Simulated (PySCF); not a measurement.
C5H7FO, SMILES CO[C@]1(F)C=CC1. Geometry: B3LYP-D3(BJ)/def2-SVP. The structure was generated by enumeration; whether it is a known compound was not checked. One conformer was computed; it need not be the lowest.

Computed equilibrium geometry at B3LYP-D3(BJ)/def2-SVP (PySCF confirms it by a frequency run) as a Z-matrix (one conformer of several):
```
C
F 1 1.3657
O 1 1.3832 2 104.64
C 3 1.4072 1 117.20 2 169.39
H 4 1.0986 3 106.78 1 178.45
H 4 1.1049 5 108.81 3 -121.32
H 4 1.1060 5 108.36 6 -117.29
C 1 1.5263 2 113.89 3 132.87
C 8 1.3427 1 92.83 2 113.55
H 8 1.0923 9 134.46 1 178.46
H 9 1.0929 8 132.75 10 -0.81
C 9 1.5214 11 131.44 8 -178.81
H 12 1.1013 9 115.97 11 66.51
H 12 1.1023 13 109.35 9 134.62
```
